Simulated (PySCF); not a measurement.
A GIAO shielding run with PySCF 2.14 (density fitting, non-relativistic, gas phase) on SMILES C[C@@H]1[SiH2]SC[C@@]1(C)F, C5H11FSSi:

```
$ OMP_NUM_THREADS=1 python probes_run.py task.json out

{"job": {"kind": "nmr", "xc": "PBE0", "basis": "pcSseg-1"}, "charge": 0, "multiplicity": 1}
C     -1.116197     1.677680    -0.089301
C     -0.652977     0.302033    -0.555861
Si    -1.584465    -1.164615     0.222821
S      0.038328    -2.563190     0.134313
C      1.157326    -1.401362    -0.716536
C      0.840748     0.042883    -0.327782
C      1.328076     0.363218     1.077002
F      1.564885     0.852799    -1.211656
H     -0.469921     2.452870    -0.498304
H     -1.113889     1.754345     0.995099
H     -2.130132     1.860388    -0.437586
H     -0.793867     0.261804    -1.643622
H     -2.709583    -1.608025    -0.590009
H     -1.943174    -0.936904     1.617601
H      2.175021    -1.674647    -0.442975
H      1.033918    -1.532067    -1.792464
H      2.395035     0.160888     1.144242
H      0.805095    -0.251788     1.804241
H      1.165971     1.412942     1.303314
```

Hardware: 1 thread of an Arm Neoverse V2, shared host. The job also computes population analyses, field gradients, ring-centre shieldings.

(1) How large is the calculation?

(2) How long does it take, and how much memory does it need?

## Answers

(1) 80 electrons, 205 basis functions and 1108 auxiliary functions.

(2) 30 s of wall time, with 13 SCF cycles and 5 response iterations; peak memory 1 GiB. Times on a shared host scatter by some tens of per cent.
